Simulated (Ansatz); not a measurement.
This geometry of CH7B2N (11 atoms, charge 0, multiplicity 1) is a first-order saddle point.

All numbers below come from RKS PBE0/def2-SVP in Ansatz.

```xyz
11
Properties=species:S:1:pos:R:3
B -0.331 1.425 0.076
N -0.012 0.074 0.040
B 0.164 -0.491 1.380
C 0.144 -0.734 -1.149
H -0.512 2.052 -0.943
H -0.424 1.950 1.172
H 1.260 -0.497 1.901
H -0.779 -0.983 1.964
H 1.154 -1.173 -1.210
H -0.017 -0.113 -2.041
H -0.583 -1.565 -1.170
```

Task: Which two structures does it join? (They come from a converged band through this point; their orientation in space is the band's.)

Result: No bond is made or broken. The dihedral C4–N2–B3–H7 goes from 0 to -180°. The two ends are copies of one structure, up to a mirror image or an exchange of like atoms.

First end point:

```xyz
11
Properties=species:S:1:pos:R:3
B -0.778 1.284 0.009
N -0.056 0.063 0.116
B 0.124 -0.560 1.386
C 0.517 -0.568 -1.071
H -0.913 1.798 -1.078
H -1.242 1.783 1.004
H 0.750 -1.595 1.448
H -0.346 -0.049 2.370
H 1.613 -0.630 -0.996
H 0.264 0.009 -1.970
H 0.133 -1.592 -1.197
```

Last end point:

```xyz
11
Properties=species:S:1:pos:R:3
B -0.780 1.283 0.009
N -0.056 0.063 0.117
B 0.126 -0.560 1.386
C 0.517 -0.568 -1.071
H -0.916 1.797 -1.078
H -1.243 1.782 1.004
H -0.345 -0.048 2.370
H 0.752 -1.594 1.447
H 1.613 -0.631 -0.995
H 0.265 0.010 -1.970
H 0.132 -1.591 -1.197
```

Task: How far does it lie above each of them?

Result: 16.7 kcal/mol above the first and 16.7 kcal/mol above the second. This is the barrier of this one path; another mechanism may lie lower.

The run took 3 min on 1 thread of Intel(R) Xeon(R) Platinum 8488C (Sapphire Rapids) (shared host), peak memory 0.19 GiB.
